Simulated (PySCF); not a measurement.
CH7FOSi2. Atoms are numbered in the order given.

```xyz
12

C      2.2025     1.4531    -0.1373
O      0.9048     1.0197     0.2197
Si     0.0760    -0.2404    -0.4576
F      0.8012    -1.6532    -0.0703
Si    -2.0675    -0.1918     0.4787
H      2.3317     1.5040    -1.2346
H      2.3644     2.4599     0.2768
H      2.9743     0.7787     0.2723
H      0.1408    -0.1558    -1.9463
H     -1.9702    -0.2871     1.9635
H     -2.8797    -1.3336    -0.0350
H     -2.7436     1.0858     0.1072
```

Coordinates come from a B3LYP-D3(BJ)/def2-SVP optimisation. The structure was generated by enumeration; whether it is a known compound was not checked. The values are those of a single conformer.

Level of theory: SMD-B3LYP/def2-SVP run with PySCF.

Solvation free energies are E(SMD) − E(gas) at the gas-phase geometry, for 1 M in both phases. In vacuum the dipole moment is 1.51 D.

| solvent | ΔG(solv) (kcal/mol) | its non-electrostatic (CDS) part | dipole (D) |
|---|---|---|---|
| water | (withheld) | (withheld) | (withheld) |
| ethanol | -2.4 | 0.8 | 1.84 |
| chlorobenzene | -1.9 | 0.2 | 1.77 |

### Question
Fill in the missing entries. (Estimate from the structure and the level; the computed values follow.)

### Answer

- water, ΔG(solv) (kcal/mol): 1.1
- water, its non-electrostatic (CDS) part: 4.6
- water, dipole (D): 1.86
